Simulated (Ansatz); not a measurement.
The same atomization along the group Mg, Zn, Cd.

Program: Ansatz. Geometries: PBE0-D4/def2-TZVP. ΔE: electronic, gas phase. CBS: MP2 limit from def2 TZ/QZ plus the TZ coupled-cluster correction, frozen cores. This one scheme is used for every species, atoms too. Functionals use def2-TZVPP. Open shells (•) are unrestricted, without spin–orbit coupling. Spin–orbit coupling would lower the free atoms: a little for O. def2 core potentials past Kr. For Cd, Mg, Zn outer-core shells are correlated without core-valence functions, so the limit isn't a true one: a few kJ/mol of doubt a bond, and 10 to 20 or more in all where bonds break to atoms. Scalar relativity is left out up to krypton. Each species was taken in one conformer, which may not be the lowest.

```json
{"reaction": "`[NH2][Mg][OH]` → 3 H• + Mg (atom) + N• + O•", "revPBE-D4 (eV)": "19.15", "B97M-V (eV)": "19.25", "HF/CBS(def2) (eV)": "12.69", "PBE-D4 (eV)": "19.74"}
{"reaction": "`[NH2][Zn][OH]` → 3 H• + Zn (atom) + N• + O•", "revPBE-D4 (eV)": "17.97", "B97M-V (eV)": "17.98", "HF/CBS(def2) (eV)": "11.40", "PBE-D4 (eV)": "18.63"}
{"reaction": "`[NH2][Cd][OH]` → 3 H• + Cd (atom) + N• + O•", "revPBE-D4 (eV)": "16.83", "B97M-V (eV)": "16.77", "HF/CBS(def2) (eV)": "10.18", "PBE-D4 (eV)": "17.46"}
```

Problem. Give the CCSD(T)/CBS values in the same order. (An estimate is asked.)

Solution. Ansatz gave: 19.71, 18.35, 17.09 eV.

Largest T1 diagnostic: 0.017, for Zn (atom).

For atomizations the MP2-based limit and the directly extrapolated one differ by several kJ/mol either way, and by 10 to 25 for some Ge, Se and Sn compounds, so smaller differences from it don't rank the levels.
